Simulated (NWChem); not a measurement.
Program: NWChem. System: CH₄N, charge 1, spin multiplicity 1, at the geometry of a parent with another charge or spin, in a state set for the comparison that need not be this species' ground state. Level: CCSD(T)/def2-TZVP, 2 core orbitals frozen.

Input file:

```
start mol
memory heap 100 mb stack 700 mb global 1900 mb
charge 1
geometry units angstroms nocenter noautoz
  C      0.595274    -0.182255     0.000000
  N     -0.729224     0.369201     0.000000
  H      0.775562    -0.833645     0.882748
  H      1.359578     0.611799     0.000000
  H      0.775562    -0.833645    -0.882748
  H     -1.377780    -0.435383     0.000000
  symmetry group Cs
end
basis spherical
  * library def2-tzvp
end
scf
  rhf
  nopen 0
  maxiter 100
  thresh 1e-7
  semidirect memsize 60000000 filesize 0
end
tce
  freeze core 2
  ccsd(t)
  2eorb
  2emet 13
  thresh 1e-6
  maxiter 100
  tilesize 24
end
task tce energy
```

Output (cleaned and shortened):

```
             Northwest Computational Chemistry Package (NWChem) 7.3.0
             --------------------------------------------------------

                                NWChem Input Module
                                -------------------

 Scaling coordinates for geometry "geometry" by  1.889725989
 (inverse scale =  0.529177249)

 Turning off AUTOSYM since
 SYMMETRY directive was detected!

                             Geometry "geometry" -> ""
                             -------------------------

 Output coordinates in angstroms (scale by  1.889725989 to convert to a.u.)

  No.       Tag          Charge          X              Y              Z
 ---- ---------------- ---------- -------------- -------------- --------------
    1 C                    6.0000     0.59527400    -0.18225500     0.00000000
    2 N                    7.0000    -0.72922400     0.36920100     0.00000000
    3 H                    1.0000     0.77556200    -0.83364500     0.88274800
    4 H                    1.0000     1.35957800     0.61179900     0.00000000
    5 H                    1.0000     0.77556200    -0.83364500    -0.88274800
    6 H                    1.0000    -1.37778000    -0.43538300     0.00000000

 Effective nuclear repulsion energy (a.u.)      36.0412125911

            Nuclear Dipole moment (a.u.)
            ----------------------------
        X                 Y               Z
 ---------------- ---------------- ----------------
    -0.0000037795     0.0000056692     0.0000000000

      Symmetry information
      --------------------

 Group name             Cs
 Group number              2
 Group order               2
 No. of unique centers     5

      Symmetry unique atoms

     1    2    3    4    6


 Summary of "ao basis" -> "" (spherical)
 ------------------------------------------------------------------------------
       Tag                 Description            Shells   Functions and Types
 ---------------- ------------------------------  ------  ---------------------
 *                         def2-tzvp                  on all atoms

 Summary of "ao basis" -> "ao basis" (spherical)
[...]
 nrotv:                         0
 nrot:                          0

            Memory Information
            ------------------
          Available GA space size is     249029404 doubles
          Available MA space size is     104853332 doubles

 Maximum block size supplied by input
 Maximum block size        24 doubles

 tile_dim =     17

 -------------------------------------------------
   1    alpha     a'     5 doubles       0       1
   2    alpha     a"     1 doubles       5       2
   3    beta      a'     5 doubles       6       1
   4    beta      a"     1 doubles      11       2
   5    alpha     a'    17 doubles      12       5
   6    alpha     a'    17 doubles      29       6
   7    alpha     a'    17 doubles      46       7
   8    alpha     a"    13 doubles      63       8
   9    alpha     a"    14 doubles      76       9
  10    beta      a'    17 doubles      90       5
  11    beta      a'    17 doubles     107       6
  12    beta      a'    17 doubles     124       7
  13    beta      a"    13 doubles     141       8
  14    beta      a"    14 doubles     154       9

 Global array virtual files algorithm will be used

 Parallel file system coherency ......... OK

 4-electron integrals stored in orbital form

 v2    file size   =          5055955
 4-index algorithm nr.  13 is used
 imaxsize =       30
 imaxsize ichop =        0


CCSD iterations
 ---------------------------------------------------------
 Iter          Residuum       Correlation     Cpu    Wall
 ---------------------------------------------------------
    1   0.1621112814248  -0.3268348890610     0.4     0.4
    2   0.0511822669979  -0.3526248164358     0.4     0.4
    3   0.0241960577766  -0.3599686915568     0.4     0.4
    4   0.0149589189493  -0.3624116115195     0.4     0.4
    5   0.0098736791976  -0.3636585952325     0.4     0.4
    6   0.0038377906363  -0.3652336360942     0.3     0.3
    7   0.0026673420614  -0.3652553278927     0.3     0.3
    8   0.0016474677330  -0.3653498553498     0.4     0.4
    9   0.0013015104494  -0.3653532064369     0.4     0.4
   10   0.0008999185651  -0.3653981389759     0.3     0.3
   11   0.0001684145229  -0.3654722948468     0.3     0.3
   12   0.0000935736487  -0.3654822534697     0.3     0.3
   13   0.0000573113221  -0.3654850374285     0.4     0.4
   14   0.0000435212055  -0.3654867340273     0.4     0.4
   15   0.0000302954803  -0.3654869621188     0.4     0.4
   16   0.0000101092088  -0.3654872989766     0.3     0.3
   17   0.0000060170274  -0.3654876853719     0.4     0.4
   18   0.0000038195128  -0.3654875477628     0.4     0.4
   19   0.0000028495893  -0.3654875786266     0.4     0.4
   20   0.0000020376308  -0.3654875455024     0.5     0.5
   21   0.0000006301652  -0.3654875248147     0.4     0.4
 -----------------------------------------------------------------
 Iterations converged
 CCSD correlation energy / hartree =        -0.365487524814685
 CCSD total energy / hartree       =       -94.619707209791699

 Singles contributions
     9a"  (alpha) ---     7a"  (alpha)        0.1051462575

 Doubles contributions
 CCSD(T)
 Using plain CCSD(T) code
             total no. of tasks          295
 total no. of tasks / no. procs          295
                         wl_min         2197           3.6
                         wl_max       614125           9.2
        thresh for no. of tasks          295

 CCSD[T]  correction energy / hartree =        -0.016696596395906
 CCSD[T] correlation energy / hartree =        -0.382184121210591
 CCSD[T] total energy / hartree       =       -94.636403806187602
 CCSD(T)  correction energy / hartree =        -0.015015144015083
 CCSD(T) correlation energy / hartree =        -0.380502668829768
 CCSD(T) total energy / hartree       =       -94.634722353806779

 Task  times  cpu:       25.4s     wall:       25.4s

 Total times  cpu:       25.5s     wall:       25.5s
```
